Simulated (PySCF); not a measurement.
Species: p-tolunitrile, C8H7N.
Cartesian coordinates in Å at the GFN2-xTB level; atoms count from 1:
```
atom  x, y, z in Å
C1     2.5043    0.0656   -0.2810
C2     1.0167    0.0330   -0.1251
C3     0.2828   -1.0630   -0.5688
C4    -1.0878   -1.1095   -0.4152
C5    -1.7517   -0.0440    0.1933
C6    -3.1552   -0.0819    0.3514
N7    -4.2942   -0.1141    0.4810
C8    -1.0259    1.0577    0.6468
C9     0.3443    1.0877    0.4850
H10    2.8164   -0.5038   -1.1532
H11    2.8640    1.0872   -0.3768
H12    2.9778   -0.3765    0.5962
H13    0.7941   -1.8897   -1.0402
H14   -1.6533   -1.9617   -0.7622
H15   -1.5434    1.8792    1.1203
H16    0.9035    1.9426    0.8373
```

Probes without a nucleus sit at each ring's centroid and 1 Å off its mean plane on both sides; NICS is minus the shielding there, NICSzz its component along the normal. Level: GIAO PBE0/pcSseg-1 (PySCF, non-relativistic, gas phase) on the GFN2-xTB geometry, one conformer.

Ring bond lengths (Å), with Mayer bond orders in brackets: C2–C3 1.392 (1.39), C3–C4 1.380 (1.46), C4–C5 1.395 (1.36), C5–C8 1.395 (1.36), C8–C9 1.380 (1.46), C9–C2 1.392 (1.39).

**Question.** What do the NICS probes read (ppm)?

**Answer.** 
| ring | type | NICS(0) | NICS(1), two faces | NICS(1)zz, two faces | rms pucker (Å) | centre to ring atoms, mean (Å) |
| --- | --- | --- | --- | --- | --- | --- |
| C2–C3–C4–C5–C8–C9 | 6-membered carbocycle; formal bonds all aromatic | -8.8 | -11.2 / -11.2 | -27.4 / -27.2 | 0.00 | 1.39 |

**Question.** What can be read from them?

**Answer.** 
- C2–C3–C4–C5–C8–C9: mean NICS(1)zz -27.3 ppm, shielded. The ring is flat and has no four-coordinate atom; by the NICS criterion it is aromatic.

**Question.** How equal are the bonds by HOMA? HOMA = 1 − mean of α(R − Ropt)² over the ring bonds, with Krygowski's 1993 parameters (CC: Ropt 1.388 Å, α 257.7 Å⁻²).

**Answer.** 
- C2–C3–C4–C5–C8–C9: HOMA 0.99 = 1 − EN − GEO, with mean bond length 1.389 Å, EN = α(Ropt − mean)² = 0.000 and GEO = α × variance = 0.011. The geometric and the magnetic index point the same way.

**Question.** How shielded are the nuclei of the rings and their hydrogens (means over atoms taken as equivalent)?

**Answer.** 
| atoms | environment | σ isotropic (ppm) | principal values of the symmetric part, first atom (ppm) |
| --- | --- | --- | --- |
| C2 | substituted aromatic carbon | 38.1 | -64.4, 0.1, 178.7 |
| C3 (×2) | aromatic CH carbon | 52.1 | -52.3, 42.3, 166.4 |
| C4 (×2) | aromatic CH carbon | 46.9 | -61.8, 30.1, 172.4 |
| C5 | substituted aromatic carbon | 72.4 | -29.0, 72.5, 173.7 |
| H13 (×2) | aromatic hydrogen | 24.14 | 20.5, 23.6, 28.3 |
| H14 (×2) | aromatic hydrogen | 23.82 | 20.4, 23.3, 27.7 |
